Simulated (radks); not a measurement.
Task: These are the eigenvalues of the occupied orbitals of an atom or ion with whole-number occupations (hartree). All-electron calculation, Dirac Kohn-Sham, PBE, spin-unpolarised, spherical densities, finite nucleus; Fermi nuclear charge, rms radius of each element as measured or else 0.836 A^(1/3) + 0.57 fm. Program: a radial shooting solver on a logarithmic mesh with Libxc functionals.

orbital  eigenvalue
1s1/2     -915.2490
2s1/2     -187.9403
2p1/2     -179.7454
2p3/2     -174.2336
3s1/2     -74.73746

Which element is it, and in what charge state? The configuration may be excited. Open shells, if any, fill j = l - 1/2 first.

Result: Z = 45, rhodium, charge +33: Rh33+ in [Ne] 3s2. The list shows which subshells hold electrons but not how many an open one holds; the 1s level, -915.25 hartree, gives Z - s = 42.8 by -(Z - s)^2/2, which with screening and relativity narrows Z to a few neighbours, and the depths of the outer levels then fix element, charge and occupations together.
